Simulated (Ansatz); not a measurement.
Ansatz results at the PBE0-D4/def2-TZVP geometry: LUMO energy (PBE0/def2-TZVPP) -0.41 eV; HOMO energy (ωB97M-V/def2-TZVPP) -10.31 eV; LUMO energy (PBE/def2-TZVPP) -1.19 eV.

Each molecule was computed in one conformer, which needn't be the lowest.

Which molecule gave them?
A. `[CH3][SnH]([OH])[F]`
B. `C[CH2][SnH2][F]`
C. `C[O][Sn]([F])([F])[F]`
D. `[CH3][SnH]([OH])[Br]`

B. The others give `[CH3][SnH]([OH])[F]`: -0.41, -10.79, -1.38; `[CH3][SnH]([OH])[Br]`: -0.78, -10.30, -1.70; `C[O][Sn]([F])([F])[F]`: -2.90, -11.64, -3.90.
